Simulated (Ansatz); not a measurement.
```xyz
11

C    -1.815   -0.316   -0.399
O    -0.520   -0.796   -0.174
W     1.184   -0.142    0.037
O     0.425    0.885    1.449
F     2.496    1.202    0.113
S     2.242   -1.817    0.769
Cl    1.429    0.006   -2.246
H    -2.026    0.498    0.300
H    -1.895    0.051   -1.427
H    -2.524   -1.131   -0.245
H     1.003    1.559    1.823
```

Total charge 0; spin multiplicity 1. W: def2 effective core potential.

(1) List the PBE0/def2-TZVPP orbital energies in eV (the Gaussian-basis code of Ansatz). (An estimate is asked.)

## Answers

(1) The calculation gave: Occupied: -2767.42, -2422.59, -673.76, -524.35, -523.50, -280.28, -259.27, -217.95, -197.52, -197.44, -197.42, -161.71, -161.69, -161.68, -84.90, -48.01, -47.72, -47.59, -32.40, -29.30, -28.17, -22.74, -20.02, -19.34, -15.16, -15.06, -13.97, -13.69, -12.91, -12.81, -12.49, -11.77, -10.91, -10.78, -10.20, -10.10, -9.81, -9.42, -9.04, -8.21, -8.09. Lowest empty: -2.97, -2.32, -2.25, -1.52, 0.33, 0.95, 1.62, 2.18.
